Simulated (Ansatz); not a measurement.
Geometry optimisation, RKS PBE-D4/def2-SVP (Ansatz 0.2.0).

Input file:

```yaml
crystal:
  periodic: [false, false, false]
  atoms:
    - { symbol: Ge, position_ang: [-0.5086, 0.4423, -0.4073] }
    - { symbol: F, position_ang: [1.5915, 0.5252, -0.6181] }
    - { symbol: H, position_ang: [-0.4073, 0.7699, -1.8792] }
    - { symbol: H, position_ang: [-1.923, 0.9132, 0.0317] }
    - { symbol: C, position_ang: [-0.2306, -1.3702, 0.3249] }
    - { symbol: H, position_ang: [1.61, 1.4593, 0.128] }
    - { symbol: Cl, position_ang: [0.4291, 2.3948, 1.017] }
    - { symbol: H, position_ang: [-0.1055, -1.3228, 1.4028] }
    - { symbol: H, position_ang: [-1.104, -1.9784, 0.1101] }
    - { symbol: H, position_ang: [0.6483, -1.8333, -0.1099] }
basis:
  gaussian: { orbitals: def2-SVP }
hamiltonian:
  xc: pbe
  dispersion: d4
relax:
  f_tol: 0.15
  max_steps: 25
  restrain:
    - { distance: [0, 6], at: 3.52, k: 30.0 }
    - { distance: [5, 1], at: 2.18, k: 30.0 }
    - { distance: [0, 1], at: 1.77, k: 30.0 }
    - { distance: [5, 6], at: 1.33, k: 30.0 }
```

Command:

```bash
$ ansatz run input.yaml --threads 2 --pin off --max-ram 3072MiB --backend cpu --events-out ev --progress --plain --runs-dir out
```

Question: Where does it end, and by what steps?

Answer: The forces met the threshold. The restraints hold the end off the free minimum. After 15 steps the energy has fallen by 0.983 eV (the restraints' own energy left out); H3 moved furthest, 1.21 Å. Parted: Ge1–Cl7. Joined: H6–Cl7.

```csv
step,energy less start (eV),largest force component (eV/Å),accepted
0,0.0000,1.920,yes
1,0.5424,1.603,yes
2,0.6626,1.995,yes
3,0.5876,1.808,yes
4,-0.0608,1.075,yes
5,-0.4865,0.881,yes
6,-0.7308,0.472,yes
7,-0.8393,0.444,yes
8,-0.8925,0.436,yes
9,-0.8957,0.797,no
10,-0.9027,0.505,yes
11,-0.9161,0.479,yes
12,-0.9342,0.443,yes
13,-0.9588,0.348,yes
14,-0.9646,0.507,yes
15,-0.9828,0.313,yes
```

```xyz
10
Properties=species:S:1:pos:R:3
Ge -0.426 0.210 -0.911
F 1.184 0.929 -1.133
H -0.813 -0.272 -2.339
H -1.351 1.355 -0.432
C -0.216 -1.272 0.334
H 1.421 1.820 0.833
Cl 0.730 1.914 1.950
H 0.112 -0.892 1.320
H -1.178 -1.813 0.444
H 0.537 -1.978 -0.066
```

Whether the end is a true minimum wasn't checked by a vibrational analysis.

Time of the run: 29 s on 2 threads of Arm Neoverse V2 (shared host), peak memory 0.15 GiB.
